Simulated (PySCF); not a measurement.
## Ionisation energy of Ag⁺ by level of theory

Ag⁺ [Kr] 4d10 (1S) → Ag²⁺ [Kr] 4d9 (2D), as a difference of total energies. Computed with PySCF 2.14 in aug-cc-pVDZ-PP with ECP28MDF (5s5p4d2f, 54 functions), with scalar relativity through the core potential. Correlated levels: valence: 4s2 4p6 frozen. The calculations carry no spin-orbit coupling.

| method | ionisation energy (eV) |
| --- | --- |
| UHF | 19.730 |
| BP86 | 21.848 |
| M06-L | 21.485 |
| MP2 (valence) | 21.656 |
| SCS-MP2 (valence) | 21.457 |

Q: How much does correlation contribute at MP2 (valence)?

A: 21.656 − (19.730) = 1.926 eV, measured against UHF.

The reference lies between the lowest fine-structure levels, while these numbers refer to the centres of the terms.

Errors of the correlated levels include the incompleteness of this basis and the frozen core.

For comparison: 21.484 eV (measured; NIST Atomic Spectra Database, ionization energies).
